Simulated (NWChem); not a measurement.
System: N₂H₃, doublet; SMILES N[NH]

Excerpt of the output:

```
             Northwest Computational Chemistry Package (NWChem) 7.3.0
             --------------------------------------------------------

 C1  symmetry detected

                             Geometry "geometry" -> ""
                             -------------------------

 Output coordinates in angstroms (scale by  1.889725989 to convert to a.u.)

  No.       Tag          Charge          X              Y              Z
 ---- ---------------- ---------- -------------- -------------- --------------
    1 N                    7.0000    -0.10642298    -0.74093672     0.00358880
    2 N                    7.0000    -0.01105112     0.58897185    -0.05605872
    3 H                    1.0000     0.85793839    -1.09047011    -0.05192051
    4 H                    1.0000     0.83339111     1.07494542     0.24380693
    5 H                    1.0000    -0.86901082     1.07927876     0.17540300

 Effective nuclear repulsion energy (a.u.)      36.6884815147

  pbe96 is a nonlocal functional; adding pw91lda local functional.

                                 NWChem DFT Module
                                 -----------------

 Summary of "ao basis" -> "ao basis" (spherical)
 ------------------------------------------------------------------------------
       Tag                 Description            Shells   Functions and Types
 ---------------- ------------------------------  ------  ---------------------
 N                         def2-tzvp                11       31   5s3p2d1f
 H                         def2-tzvp                 4        6   3s1p

            General Information
            -------------------
          SCF calculation type: DFT
          Wavefunction type:  spin polarized.
          No. of atoms     :     5
          No. of electrons :    17
           Alpha electrons :     9
            Beta electrons :     8
          Charge           :     0
          Spin multiplicity:     2
          Use of symmetry is: off; symmetry adaption is: off
          Maximum number of iterations: 200
          AO basis - number of functions:    80
                     number of shells:    34
          Convergence on energy requested:  1.00D-06
          Convergence on density requested:  1.00D-05
          Convergence on gradient requested:  5.00D-04

              XC Information
              --------------
          PerdewBurkeErnzerhof Exchange Functional  1.000
            Perdew 1991 LDA Correlation Functional  1.000 local
           PerdewBurkeErnz. Correlation Functional  1.000 non-local

             Grid Information
             ----------------
          Grid used for XC integration:  medium
          Radial quadrature: Mura-Knowles
          Angular quadrature: Lebedev.
          Tag              B.-S. Rad. Rad. Pts. Rad. Cut. Ang. Pts.
          ---              ---------- --------- --------- ---------
          N                   0.65       49           8.0       434
          H                   0.35       45           9.0       434
          Grid pruning is: on
          Number of quadrature shells:   233
          Spatial weights used:  Erf1

      Superposition of Atomic Density Guess
      -------------------------------------

 Sum of atomic energies:        -110.12253124

      Non-variational initial energy
      ------------------------------

 Total energy =    -110.906900
 1-e energy   =    -221.200608
 2-e energy   =      73.605226
 HOMO         =      -0.136309
 LUMO         =       0.077077

 ----------------------------------------------
         Quadratically convergent UKS

 Convergence threshold     :          5.000E-04
 Maximum no. of iterations :          200
 Integral*density screening:          1.000E-08
 ----------------------------------------------

              iter       energy          gnorm     gmax       time
             ----- ------------------- --------- --------- --------
                 1     -111.1109753863  6.82D-01  1.16D-01      1.2
                 2     -111.1379913227  3.85D-01  5.93D-02      4.1
                 3     -111.1474105172  3.12D-02  5.50D-03      7.0
                 4     -111.1475171160  2.65D-03  7.19D-04     12.1
                 5     -111.1475183543  4.99D-04  1.23D-04     18.0

         Total DFT energy =     -111.147518354282
      One electron energy =     -222.910140357964
           Coulomb energy =       89.845245968532
    Exchange-Corr. energy =      -14.771105479578
 Nuclear repulsion energy =       36.688481514728

 Numeric. integr. density =       16.999999704293

                    DFT Final Alpha Molecular Orbital Analysis
                    ------------------------------------------

 Vector    7  Occ=1.000000D+00  E=-3.394920D-01
              MO Center= -3.1D-02,  8.4D-02, -7.1D-02, r^2= 1.2D+00
   Bfn.  Coefficient  Atom+Function         Bfn.  Coefficient  Atom+Function
  ----- ------------  ---------------      ----- ------------  ---------------
    39      0.335576  2 N  pz                42      0.283798  2 N  pz
     8      0.270162  1 N  pz                11      0.229640  1 N  pz
    45      0.194642  2 N  pz                14      0.125367  1 N  pz
    35     -0.089257  2 N  s                 34     -0.051166  2 N  s
    38     -0.045150  2 N  py                44     -0.044738  2 N  py

 Vector    8  Occ=1.000000D+00  E=-2.446900D-01
              MO Center= -1.9D-01, -6.5D-01, -4.7D-03, r^2= 1.3D+00
   Bfn.  Coefficient  Atom+Function         Bfn.  Coefficient  Atom+Function
  ----- ------------  ---------------      ----- ------------  ---------------
     6     -0.337644  1 N  px                 5      0.316696  1 N  s
     9     -0.258278  1 N  px                 4      0.230551  1 N  s
    12     -0.181741  1 N  px                64     -0.181825  3 H  s
     3      0.162317  1 N  s                  7     -0.141361  1 N  py
    70      0.141298  4 H  s                 71      0.114544  4 H  s

 Vector    9  Occ=1.000000D+00  E=-1.373611D-01
              MO Center= -4.1D-02, -1.9D-01, -4.8D-02, r^2= 1.5D+00
   Bfn.  Coefficient  Atom+Function         Bfn.  Coefficient  Atom+Function
  ----- ------------  ---------------      ----- ------------  ---------------
     8      0.388151  1 N  pz                14      0.375875  1 N  pz
    11      0.328042  1 N  pz                45     -0.325763  2 N  pz
    39     -0.300102  2 N  pz                42     -0.255004  2 N  pz
    35      0.088585  2 N  s                  5      0.084275  1 N  s
    36      0.083565  2 N  s                 44      0.066815  2 N  py

 Vector   10  Occ=0.000000D+00  E=-9.397815D-04
              MO Center=  6.1D-01,  9.1D-01,  2.8D-01, r^2= 4.2D+00
   Bfn.  Coefficient  Atom+Function         Bfn.  Coefficient  Atom+Function
  ----- ------------  ---------------      ----- ------------  ---------------
    36      1.534855  2 N  s                 71     -1.351886  4 H  s
    77     -0.835875  5 H  s                 65     -0.578946  3 H  s
     5      0.380661  1 N  s                 44      0.305699  2 N  py
    45      0.234167  2 N  pz                34      0.215938  2 N  s
    12      0.169764  1 N  px                13     -0.168626  1 N  py

 Vector   11  Occ=0.000000D+00  E= 3.907981D-02
              MO Center=  1.9D-01, -6.4D-02,  8.5D-02, r^2= 5.8D+00
   Bfn.  Coefficient  Atom+Function         Bfn.  Coefficient  Atom+Function
  ----- ------------  ---------------      ----- ------------  ---------------
    65     -1.503701  3 H  s                  5      1.402675  1 N  s
    77      1.354914  5 H  s                 36     -1.150407  2 N  s
    12      0.454151  1 N  px                43      0.416984  2 N  px
    44      0.201537  2 N  py                71     -0.187738  4 H  s
     6      0.146348  1 N  px                37      0.142450  2 N  px

 Vector   12  Occ=0.000000D+00  E= 7.459420D-02
              MO Center=  2.2D-01,  5.6D-01,  2.1D-01, r^2= 5.4D+00
   Bfn.  Coefficient  Atom+Function         Bfn.  Coefficient  Atom+Function
  ----- ------------  ---------------      ----- ------------  ---------------
    71      1.630688  4 H  s                 77     -1.431986  5 H  s
     5      1.227189  1 N  s                 65     -1.182396  3 H  s
    43     -0.905773  2 N  px                36     -0.660712  2 N  s
    12      0.574498  1 N  px                44      0.417368  2 N  py
    37     -0.227587  2 N  px                13      0.194101  1 N  py

                     DFT Final Beta Molecular Orbital Analysis
                     -----------------------------------------

 Vector    6  Occ=1.000000D+00  E=-4.159306D-01
              MO Center=  7.3D-03, -1.7D-01,  6.7D-03, r^2= 1.6D+00
   Bfn.  Coefficient  Atom+Function         Bfn.  Coefficient  Atom+Function
  ----- ------------  ---------------      ----- ------------  ---------------
     7      0.256500  1 N  py                38     -0.246193  2 N  py
    41     -0.193120  2 N  py                10      0.184974  1 N  py
    76     -0.170288  5 H  s                 64     -0.167319  3 H  s
    37      0.159538  2 N  px                75     -0.126647  5 H  s
    63     -0.124413  3 H  s                 40      0.116414  2 N  px

 Vector    7  Occ=1.000000D+00  E=-2.981141D-01
              MO Center= -2.7D-02,  1.9D-01, -8.0D-02, r^2= 1.2D+00
   Bfn.  Coefficient  Atom+Function         Bfn.  Coefficient  Atom+Function
  ----- ------------  ---------------      ----- ------------  ---------------
    39      0.348808  2 N  pz                42      0.297841  2 N  pz
    45      0.233570  2 N  pz                 8      0.223576  1 N  pz
    11      0.186091  1 N  pz                14      0.116880  1 N  pz
    35     -0.103091  2 N  s                 34     -0.055777  2 N  s
     4      0.052758  1 N  s                 44     -0.049108  2 N  py

 Vector    8  Occ=1.000000D+00  E=-2.291916D-01
              MO Center= -2.1D-01, -6.6D-01, -8.8D-03, r^2= 1.3D+00
   Bfn.  Coefficient  Atom+Function         Bfn.  Coefficient  Atom+Function
  ----- ------------  ---------------      ----- ------------  ---------------
     6     -0.330453  1 N  px                 5      0.317928  1 N  s
     9     -0.250714  1 N  px                 4      0.236034  1 N  s
    12     -0.189328  1 N  px                64     -0.175726  3 H  s
     3      0.162048  1 N  s                  7     -0.146938  1 N  py
    70      0.141508  4 H  s                 71      0.119626  4 H  s

 Vector    9  Occ=0.000000D+00  E=-7.359976D-02
              MO Center= -4.4D-02, -2.9D-01, -2.9D-02, r^2= 1.5D+00
   Bfn.  Coefficient  Atom+Function         Bfn.  Coefficient  Atom+Function
  ----- ------------  ---------------      ----- ------------  ---------------
    14      0.456635  1 N  pz                 8      0.384289  1 N  pz
    45     -0.338595  2 N  pz                11      0.318008  1 N  pz
    39     -0.263059  2 N  pz                42     -0.220878  2 N  pz
    36      0.131852  2 N  s                 71     -0.110198  4 H  s
     5      0.105790  1 N  s                 44      0.086021  2 N  py

 Vector   10  Occ=0.000000D+00  E= 3.536519D-03
              MO Center=  6.2D-01,  8.9D-01,  2.8D-01, r^2= 4.2D+00
   Bfn.  Coefficient  Atom+Function         Bfn.  Coefficient  Atom+Function
  ----- ------------  ---------------      ----- ------------  ---------------
    36      1.549261  2 N  s                 71     -1.361050  4 H  s
    77     -0.840458  5 H  s                 65     -0.595754  3 H  s
     5      0.407187  1 N  s                 44      0.317318  2 N  py
    45      0.247219  2 N  pz                34      0.212698  2 N  s
    12      0.178453  1 N  px                13     -0.172834  1 N  py

 Vector   11  Occ=0.000000D+00  E= 4.342299D-02
              MO Center=  1.1D-01,  3.0D-02,  1.0D-01, r^2= 5.9D+00
   Bfn.  Coefficient  Atom+Function         Bfn.  Coefficient  Atom+Function
  ----- ------------  ---------------      ----- ------------  ---------------
    65     -1.478443  3 H  s                 77      1.437605  5 H  s
     5      1.386893  1 N  s                 36     -1.150469  2 N  s
    43      0.455090  2 N  px                12      0.442996  1 N  px
    71     -0.245075  4 H  s                 44      0.170060  2 N  py
    37      0.152250  2 N  px                 6      0.138531  1 N  px

            General Information
            -------------------
          SCF calculation type: DFT
          Wavefunction type:  spin polarized.
          No. of atoms     :     5
          No. of electrons :    17
           Alpha electrons :     9
            Beta electrons :     8
          Charge           :     0
          Spin multiplicity:     2
          Use of symmetry is: off; symmetry adaption is: off
          Maximum number of iterations: 200
          AO basis - number of functions:    80
                     number of shells:    34
          Convergence on energy requested:  1.00D-06
          Convergence on density requested:  1.00D-05
          Convergence on gradient requested:  5.00D-04

              XC Information
              --------------
          PerdewBurkeErnzerhof Exchange Functional  1.000
            Perdew 1991 LDA Correlation Functional  1.000 local
           PerdewBurkeErnz. Correlation Functional  1.000 non-local

             Grid Information
             ----------------
          Grid used for XC integration:  medium
          Radial quadrature: Mura-Knowles
          Angular quadrature: Lebedev.
          Tag              B.-S. Rad. Rad. Pts. Rad. Cut. Ang. Pts.
          ---              ---------- --------- --------- ---------
          N                   0.65       49           8.0       434
          H                   0.35       45           9.0       434
          Grid pruning is: on
          Number of quadrature shells:   233
          Spatial weights used:  Erf1

          Convergence Information
          -----------------------
          Convergence aids based upon iterative change in
          total energy or number of iterations.
          Levelshifting, if invoked, occurs when the
          HOMO/LUMO gap drops below (HL_TOL):  1.00D-02
          DIIS, if invoked, will attempt to extrapolate
          using up to (NFOCK): 10 stored Fock matrices.

                    Damping( 0%)  Levelshifting(0.5)       DIIS
                  --------------- ------------------- ---------------
          dE  on:    start            ASAP                start
          dE off:    2 iters        200 iters           200 iters

                            NWChem DFT Gradient Module
                            --------------------------

  charge          =   0.00
  wavefunction    = open shell

                         DFT ENERGY GRADIENTS

    atom               coordinates                        gradient
                 x          y          z           x          y          z
   1 N      -0.201110  -1.400167   0.006782    0.003536   0.012908  -0.000586
   2 N      -0.020884   1.112995  -0.105936   -0.000069  -0.012711   0.001418
   3 H       1.621268  -2.060690  -0.098116   -0.002841   0.002149   0.000117
   4 H       1.574881   2.031352   0.460728   -0.002754  -0.001690  -0.000649
   5 H      -1.642192   2.039541   0.331464    0.002128  -0.000655  -0.000300
```

Level: PBE/def2-TZVP, spin-unrestricted. The geometry was optimised at PBE0/def2-SVP, spin-unrestricted. No stability test was run on the SCF state.

**Question.** Reconstruct the input file.

**Answer.** This is not unique; one that fits is the input that was run:
```
start job
memory heap 200 mb stack 900 mb global 1100 mb
geometry units angstroms noautoz
  N     -0.120994    -0.752145     0.007309
  N     -0.014192     0.576370    -0.063059
  H      0.840159    -1.110500    -0.047594
  H      0.835136     1.057311     0.231067
  H     -0.867317     1.075948     0.166440
end
basis spherical
  * library def2-tzvp
end
dft
  odft
  mult 2
  xc xpbe96 cpbe96
  iterations 200
  cgmin
end
task dft gradient
```
